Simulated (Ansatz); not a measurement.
Ideal-gas functions of F$_{2}$H$_{3}$NOTi (`[NH2][Ti]([OH])([F])[F]`) at 400 K and 1 bar, from an Ansatz frequency run at PBE0-D4/def2-TZVP.

Molar mass 118.89 g/mol, point group C1 (symmetry number 1), electronic degeneracy 1, moments of inertia 152.775, 159.439, 162.625 u Å². Harmonic wavenumbers (cm⁻¹, unscaled): 102, 128, 192, 204, 210, 223, 263, 364, 399, 543, 700, 757, 763, 829, 1520, 3565, 3672, 3951.

Use S(trans) = R[1.5 ln M + 2.5 ln T − 1.1517]; rotational temperatures θ = 24.2544 K / I; S(rot) = R[ln(√π/σ · √(T³/θAθBθC)) + 1.5]; for each mode x = 1.438777 ν̃/T, S = R[x/(eˣ − 1) − ln(1 − e⁻ˣ)] and H = RT x/(eˣ − 1); 1 cm⁻¹ = 0.0119627 kJ/mol; R = 8.31446 J/(mol·K).

Task: By hand: the entropy, in J/(mol·K).

Result: Translation 174.6. Rotation: θ = 0.1588, 0.1521, 0.1491 K, giving 115.3. Vibration, mode by mode: 16.70, 14.84, 11.56, 11.07, 10.84, 10.37, 9.08, 6.64, 5.99, 3.96, 2.54, 2.16, 2.12, 1.76, 0.23, 0.00, 0.00, 0.00, in all 109.8. Electronic 0.0. Sum 399.7 J/(mol·K).

Task: By hand: H − E and G − E in kJ/mol, counted from the electronic energy.

Result: Zero-point energy ½ × 18385 × 0.0119627 = 110.0; thermal vibration 23.1; translation, rotation and pV give 4 RT = 13.3. H − E = 146.4 kJ/mol, and G − E = 146.4 − 400 × 399.7/1000 = -13.5 kJ/mol.

Vibration gives 27 % of the entropy, 31.5 J/(mol·K) of it from the modes under 150 cm⁻¹: soft modes count most, and the harmonic formula is weakest for them. The sum counts one conformer and one mirror image; others add a mixing term.
